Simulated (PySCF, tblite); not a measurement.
Compound: H₁₂NPSi₄.
Numbering: `[SiH3:1][NH:2][Si@@H:3]([SiH3:4])[SiH2:5][PH2:6]` (hydrogens: H7, H8, H9 on Si1; H10 on N2; H11 on Si3; H12, H13, H14 on Si4; H15, H16 on Si5; H17, H18 on P6)

Geometry (GFN2-xTB, Å), atoms numbered from 1 in this order:
```xyz
18
H12NPSi4 angstrom
Si    -2.322   -1.279   -0.519
N     -0.604   -1.054   -0.575
Si     0.469   -0.530    0.701
Si     2.609   -1.025   -0.056
Si     0.032    1.709    1.246
P     -0.510    2.980   -0.526
H     -2.593   -2.175    0.601
H     -2.686   -1.857   -1.810
H     -3.013    0.001   -0.311
H     -0.227   -0.991   -1.507
H      0.058   -1.371    1.844
H      3.610   -0.449    0.845
H      2.920   -2.453   -0.168
H      2.881   -0.462   -1.387
H      1.216    2.381    1.808
H     -1.060    1.974    2.196
H      0.562    2.566   -1.298
H     -1.351    2.042   -1.097
```

Jobs on this species (18 atoms, 90 electrons) with PySCF (density fitting) and tblite. Hardware of each: one thread of an Arm Neoverse N1, on a shared host. Times come from a shared host and carry two figures at best.

| level and settings | work | basis functions | SCF cycles | wall time |
| --- | --- | --- | --- | --- |
| GFN2-xTB | Hessian by finite differences | – | – | ? |
| PBE0/pcSseg-1 | shieldings, charges and field gradients | 197 | ? | ? |
| GFN2-xTB | L-BFGS relaxation | – | – | 2.4 s |
| B3LYP/def2-SVPD | 8 singlets by full TDDFT, 3 Tamm–Dancoff triplets, polarisability | 236 | 13 | 88 s |

Fill in the missing figures.

- GFN2-xTB; Hessian by finite differences: 1.7 s
- PBE0/pcSseg-1; shieldings, charges and field gradients: 63 s, 12 SCF cycles

What do all jobs in the table cost together?

About 2.6 min; the longest takes about 57 % of that, and about 52 times as long as the shortest.
